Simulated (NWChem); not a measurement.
All runs are NWChem calculations. System: phosphorus nitride (NP), charge 0, spin multiplicity 1, at a geometry optimised with B3LYP/def2-SVP. Level: B3LYP/def2-TZVP, VWN1-RPA local correlation.

Part of the output:

```
             Northwest Computational Chemistry Package (NWChem) 7.3.0
             --------------------------------------------------------

                                NWChem Input Module
                                -------------------

 Scaling coordinates for geometry "geometry" by  1.889725989
 (inverse scale =  0.529177249)

 Turning off AUTOSYM since
 SYMMETRY directive was detected!

                             Geometry "geometry" -> ""
                             -------------------------

 Output coordinates in angstroms (scale by  1.889725989 to convert to a.u.)

  No.       Tag          Charge          X              Y              Z
 ---- ---------------- ---------- -------------- -------------- --------------
    1 N                    7.0000     0.00000000     0.00000000     1.01771800
    2 P                   15.0000     0.00000000     0.00000000    -0.47493500

 Effective nuclear repulsion energy (a.u.)      37.2247341780

            Nuclear Dipole moment (a.u.)
            ----------------------------
        X                 Y               Z
 ---------------- ---------------- ----------------
     0.0000000000     0.0000000000     0.0000018897

      Symmetry information
      --------------------

 Group name             C2v
 Group number             16
 Group order               4
 No. of unique centers     2

      Symmetry unique atoms

     1    2


 Summary of "ao basis" -> "" (spherical)
 ------------------------------------------------------------------------------
       Tag                 Description            Shells   Functions and Types
 ---------------- ------------------------------  ------  ---------------------
 *                         def2-tzvp                  on all atoms

                                 NWChem DFT Module
                                 -----------------

 Summary of "ao basis" -> "ao basis" (spherical)
 ------------------------------------------------------------------------------
       Tag                 Description            Shells   Functions and Types
 ---------------- ------------------------------  ------  ---------------------
 N                         def2-tzvp                11       31   5s3p2d1f
 P                         def2-tzvp                13       37   5s5p2d1f

 Summary of "ao basis" -> "ao basis" (spherical)
 ------------------------------------------------------------------------------
       Tag                 Description            Shells   Functions and Types
[...]
 Vector   10  Occ=2.000000D+00  E=-3.377259D-01  Symmetry=b1
              MO Center= -3.7D-15,  3.1D-30,  3.9D-01, r^2= 1.5D+00
   Bfn.  Coefficient  Atom+Function         Bfn.  Coefficient  Atom+Function
  ----- ------------  ---------------      ----- ------------  ---------------
    46      0.329652  2 P  px                 6      0.322215  1 N  px
     9      0.272098  1 N  px                49      0.179073  2 P  px
    12      0.166996  1 N  px                43      0.154904  2 P  px
    37     -0.132918  2 P  px                40     -0.060329  2 P  px
    55     -0.048933  2 P  d  1              60     -0.040235  2 P  d  1

 Vector   11  Occ=2.000000D+00  E=-3.303805D-01  Symmetry=a1
              MO Center=  1.2D-16, -1.2D-15,  6.0D-01, r^2= 1.9D+00
   Bfn.  Coefficient  Atom+Function         Bfn.  Coefficient  Atom+Function
  ----- ------------  ---------------      ----- ------------  ---------------
     8      0.376637  1 N  pz                48     -0.294928  2 P  pz
    11      0.282325  1 N  pz                36      0.271920  2 P  s
     5      0.208751  1 N  s                 14      0.193084  1 N  pz
    45     -0.172028  2 P  pz                 4      0.148827  1 N  s
    39      0.137832  2 P  pz                 3      0.113747  1 N  s

 Vector   12  Occ=0.000000D+00  E=-9.486857D-02  Symmetry=b2
              MO Center=  4.9D-31, -2.7D-16, -1.5D-01, r^2= 2.4D+00
   Bfn.  Coefficient  Atom+Function         Bfn.  Coefficient  Atom+Function
  ----- ------------  ---------------      ----- ------------  ---------------
    50      0.512808  2 P  py                47      0.375349  2 P  py
    13     -0.355805  1 N  py                 7     -0.310832  1 N  py
    10     -0.242722  1 N  py                44      0.166112  2 P  py
    38     -0.135367  2 P  py                58     -0.114128  2 P  d -1
    53     -0.083708  2 P  d -1              41     -0.060684  2 P  py

 Vector   13  Occ=0.000000D+00  E=-9.486857D-02  Symmetry=b1
              MO Center= -1.0D-15,  2.9D-31, -1.5D-01, r^2= 2.4D+00
   Bfn.  Coefficient  Atom+Function         Bfn.  Coefficient  Atom+Function
  ----- ------------  ---------------      ----- ------------  ---------------
    49      0.512808  2 P  px                46      0.375349  2 P  px
    12     -0.355805  1 N  px                 6     -0.310832  1 N  px
     9     -0.242722  1 N  px                43      0.166112  2 P  px
    37     -0.135367  2 P  px                60      0.114128  2 P  d  1
    55      0.083708  2 P  d  1              40     -0.060684  2 P  px

 Vector   14  Occ=0.000000D+00  E= 3.530894D-02  Symmetry=a1
              MO Center= -2.3D-15, -2.1D-16, -8.1D-01, r^2= 3.8D+00
   Bfn.  Coefficient  Atom+Function         Bfn.  Coefficient  Atom+Function
  ----- ------------  ---------------      ----- ------------  ---------------
     5      2.073997  1 N  s                 36     -2.046484  2 P  s
    51     -1.728014  2 P  pz                14     -0.824336  1 N  pz
    48     -0.413621  2 P  pz                11     -0.219040  1 N  pz
    54      0.161038  2 P  d  0               8     -0.145983  1 N  pz
     3      0.139622  1 N  s                  4      0.138044  1 N  s

 center of mass
 --------------
 x =   0.00000000 y =   0.00000000 z =  -0.01929969

 moments of inertia (a.u.)
 ------------------
          76.726207819633           0.000000000000           0.000000000000
           0.000000000000          76.726207819633           0.000000000000
           0.000000000000           0.000000000000           0.000000000000

     Multipole analysis of the density
     ---------------------------------

     L   x y z        total         alpha         beta         nuclear
     -   - - -        -----         -----         ----         -------
     0   0 0 0     -0.000000    -11.000000    -11.000000     22.000000

     1   1 0 0     -0.000000     -0.000000     -0.000000      0.000000
     1   0 1 0     -0.000000     -0.000000     -0.000000      0.000000
     1   0 0 1     -1.131604     -0.565803     -0.565803      0.000002

     2   2 0 0    -13.004569     -6.502284     -6.502284      0.000000
     2   1 1 0     -0.000000     -0.000000     -0.000000      0.000000
     2   1 0 1     -0.000000     -0.000000     -0.000000      0.000000
     2   0 2 0    -13.004569     -6.502284     -6.502284      0.000000
     2   0 1 1      0.000000      0.000000      0.000000      0.000000
     2   0 0 2    -14.935992    -26.454806    -26.454806     37.973621

 Task  times  cpu:        1.7s     wall:        1.7s

 Total times  cpu:        1.8s     wall:        1.8s
```

Task: Write an NWChem input that would produce this output.

Result: One answer among several that fit: 
```
start mol
memory heap 200 mb stack 800 mb global 1000 mb
geometry units angstroms nocenter noautoz
  N      0.000000     0.000000     1.017718
  P      0.000000     0.000000    -0.474935
  symmetry group C2v
end
basis spherical
  * library def2-tzvp
end
dft
  xc b3lyp
  semidirect memsize 60000000 filesize 0
  iterations 100
end
task dft energy
```
